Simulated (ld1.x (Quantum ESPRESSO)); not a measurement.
# Pseudopotential generation for Si: TM, PBE, scalar-relativistic.

Si (Z = 14), norm-conserving Troullier–Martins (Kleinman–Bylander form), made with ld1.x (Quantum ESPRESSO) 7.5 (PBE, scalar-relativistic). Core [Ne], reference 3s1.5 3p2.5. Waves: 3p (bound): rc 2.25 bohr; 3d channel at -0.2 Ry: rc 2.35 bohr; 3s (bound): rc 1.55 bohr. Local part: the s channel. Core correction: Bessel-smoothed model core, default radius (core density twice the valence density).

- Cutoffs needed: 15 Ry and 35 Ry (the cutoffs (Ry, on a coarse ladder) from which the occupation-weighted sum of valence levels, in a spherical-Bessel basis at the reference potential, stays within 10 and 1 mRy of its value at 400 Ry)
- Ghost test: no extra level below or beside the all-electron valence levels (p, d, s, f tested) (spherical-Bessel basis up to 400 Ry, 20 bohr box)
- Largest excitation error: +12 meV (all-electron minus pseudo) for 3s2 3p0, out of 7 test configurations
